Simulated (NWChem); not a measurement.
System: CH₄ClFSi; SMILES Cl[SiH2]CF

```xyz
8

F      0.8822     1.9673    -0.2767
C     -0.1521     1.4941     0.5224
Si    -0.8334    -0.1467    -0.1625
Cl     0.6108    -1.6354     0.0007
H      0.2112     1.3614     1.5676
H     -0.9756     2.2475     0.5541
H     -1.1904     0.0155    -1.6086
H     -2.0377    -0.5429     0.6443
```
Atoms are numbered in this order, from 1.

Results from NWChem. Pople sets run with spherical d functions. Coordinates come from a PBE-D3(BJ)/def2-SVP optimisation. Static field.

| level | basis functions | isotropic polarisability (bohr³) | anisotropy (bohr³) |
|---|---|---|---|
| PBE/6-31G* | 72 | … | … |
| PBE/6-31+G* | 88 | 50.4 | 12.3 |
| PBE/def2-SVP | 84 | 45.1 | 11.0 |
| PBE/def2-SVPD | 126 | 57.7 | 12.2 |
| PBE/def2-TZVP | 160 | 52.6 | 12.6 |
| PBE/aug-cc-pVDZ | 136 | 58.2 | 12.6 |
| PBE/Sadlej pVTZ | 148 | 59.0 | 12.6 |

**Question.** Some entries are withheld; supply them.

**Answer.** 
- PBE/6-31G*, isotropic polarisability (bohr³): 43.7
- PBE/6-31G*, anisotropy (bohr³): 13.3
